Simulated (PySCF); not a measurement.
Compound: C₈H₇ (doublet state).
Geometry (GFN2-xTB, Å), atoms numbered from 1 in this order:
```
atom  x, y, z in Å
C1     4.3579    0.5091    1.9882
C2     3.2782    0.2182    1.5395
C3     2.0612   -0.1047    1.0301
C4     0.9840   -0.4306    0.5896
C5    -0.3080   -0.7275    0.0338
C6    -0.9041    0.5368   -0.6594
C7    -2.2065    0.2892   -1.2429
C8    -3.1092   -0.6181   -1.4248
H9     5.2958    0.7637    2.3808
H10   -0.2219   -1.5295   -0.7044
H11   -0.9884   -1.0536    0.8252
H12   -0.2099    0.8674   -1.4382
H13   -0.9786    1.3385    0.0818
H14   -3.0266   -1.6479   -1.0664
H15   -4.0284   -0.4144   -1.9549
```

The hyperfine couplings belong to this conformer and change with its torsions.

Identity: `C#CC#CCC[C]=C` [radical].

Level of theory: PySCF, UKS B3LYP, pcH-1 on C H, non-relativistic, mean-field spin-orbit, GIAO. One conformer (not necessarily the lowest) at the GFN2-xTB geometry, without solvent, vibrations or thermal averaging. Couplings are sensitive to structure, and on GFN2-xTB geometries they can be far from those on DFT ones. The SCF solution wasn't tested for stability.

Problem. Break the g tensor into its mass correction, gauge correction and orbital-Zeeman/spin–orbit terms.

Solution. 
```json
{"Δg (ppm)": "relativistic mass correction", "1": "-153", "2": "-153", "3": "-153"}
{"Δg (ppm)": "gauge correction", "1": "35", "2": "9", "3": "-11"}
{"Δg (ppm)": "orbital Zeeman/spin–orbit", "1": "-683", "2": "-59", "3": "737"}
{"Δg (ppm)": "total", "1": "-801", "2": "-202", "3": "573"}
```

So g = 2.00152, 2.00212, 2.00289 and g_iso = 2.00218; the tensor is rhombic: the two nearest values differ by 44 % of g3 − g1. Axes: g1 points within 15° of the C6–C7 bond and g2 points within 13° of the C8–H14 bond.

Problem. At 93.766 GHz, how far is the centre of the isotropic spectrum from where a free electron (g = 2.002319) resonates?

Solution. B = hν/(g μB) with μB/h = 13.99624 MHz/mT gives 3345.80 mT for the free electron and 3346.04 mT at g_iso, 0.24 mT higher.

Problem. What effective moment and Curie constant follow for a powder?

Solution. With the mean of g² = 4.0087 and S(S+1) = 0.75: μ_eff = √(⟨g²⟩S(S+1)) = 1.734 μB and χT = 0.12505·⟨g²⟩·S(S+1) = 0.376 cm³ K/mol (cgs; spin-Hamiltonian part alone).

Problem. In a frozen sample, at which fields do the three g values resonate at 9.5, 34, 94 and 263 GHz (hyperfine left aside), and which band first spreads them over more than twice a line width of 0.5 mT?

Solution. 
| band | GHz | B(g3) mT | B(g2) mT | B(g1) mT | spread mT |
| --- | --- | --- | --- | --- | --- |
| X | 9.5 | 338.89 | 339.02 | 339.12 | 0.23 |
| Q | 34.0 | 1212.86 | 1213.33 | 1213.69 | 0.83 |
| W | 94.0 | 3353.19 | 3354.49 | 3355.50 | 2.30 |
| J | 263.0 | 9381.81 | 9385.44 | 9388.25 | 6.44 |

The spread grows in proportion to the frequency. W band is the first where it exceeds 1.0 mT.

The Mulliken spin populations are largest on C7 (+0.98), C8 (-0.16), H14 (+0.09) and C5 (+0.07). No atom but C7 exceeds +0.15. The positive populations add up to 1.25 and the negative ones to -0.25, together 2S = 1.

The HOMO–LUMO gaps are 5.26 eV among the α and 4.87 eV among the β orbitals.
